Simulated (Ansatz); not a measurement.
CH6O2SSi can be A, `CS[SiH](O)O`, or B, `OCO[SiH2]S`.

Computed with Ansatz on PBE0-D4/def2-TZVP structures; ΔE is electronic, products minus reactants. CCSD(T)/CBS adds triple-zeta CCSD(T) − MP2 to the extrapolated MP2 energy (def2 sets, frozen cores). DFT in def2-TZVPP. B3LYP here is the variant with VWN-RPA as its local correlation; programs differ in this. Each species was taken in one conformer, which may not be the lowest.

(1) Which is lower in electronic energy at CCSD(T)/CBS, and by how much? (Estimate.)

(2) Give E(B) − E(A) in kcal/mol with MP2/def2-TZVPP, ωB97M-V, HF/def2-TZVPP, B2PLYP, B3LYP, PBE-D4, PBE0-D4. (Best estimate.)

Largest T1 diagnostic: 0.012.

Results:

(1) Computed: A, by 48.3 kcal/mol.

(2) Computed: MP2/def2-TZVPP 49.2, ωB97M-V 46.5, HF/def2-TZVPP 45.4, B2PLYP 47.1, B3LYP 45.8, PBE-D4 44.8, PBE0-D4 45.8. None reverses the order clearly.

From PBE to PBE0 (25 % exact exchange), in def2-TZVPP and without D4, E(B) − E(A) moves by +1.0 kcal/mol. In def2-TZVPP, CCSD(T) changes the Hartree–Fock value by +0.7 kcal/mol (the triples alone add −0.0 kcal/mol) and MP2 by +3.9 kcal/mol.
